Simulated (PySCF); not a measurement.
**A small calculation by hand: chemical shift, span and skew from a shielding tensor**

CH₈O₃Si₂, SMILES [SiH3][C@@H](O)[SiH](O)O. Atoms are numbered in the order given.

```xyz
14

O     -0.3582     1.6106     0.9949
C     -0.5714     0.6061    -0.0062
Si    -2.1282    -0.3506     0.4926
Si     0.9637    -0.4511    -0.1813
O      2.1659     0.6947     0.0278
O      0.9351    -1.1213    -1.6995
H      0.5542     1.9215     0.8808
H     -0.7695     1.0475    -1.0114
H     -1.9148    -1.0240     1.8083
H     -2.4186    -1.3894    -0.5439
H     -3.2913     0.5771     0.6056
H      1.1463    -1.5230     0.8451
H      3.0202     0.4134     0.3729
H      1.4637    -1.9098    -1.8632
```

The structure is a stationary point at r2SCAN-D4/def2-SVP. The structure was generated by enumeration; whether it is a known compound was not checked. One conformer was computed; it need not be the lowest.

GIAO shieldings from PBE/pcSseg-1 (PySCF), non-relativistic, no solvent. The symmetric part of the tensor of Si3 has the principal values 368.1, 398.0, 454.5 ppm. The same nucleus in TMS has σ = 335.4 ppm at this level (PySCF, at its B3LYP-D3(BJ)/def2-TZVP geometry).

Q: Work out the isotropic shielding, the ²⁹Si shift against TMS, the span and the skew.

A: 
σ(iso) = (σ11 + σ22 + σ33)/3 = 406.9 ppm. δ = σ(ref) − σ(iso) = 335.4 − (406.9) = -71.5 ppm.
Span Ω = σ33 − σ11 = 86.4 ppm. Skew κ = 3(σ(iso) − σ22)/Ω = 0.31. Tumbling in solution averages the tensor to δ; in a static solid the shielding alone would spread this spin-1/2 line over Ω.
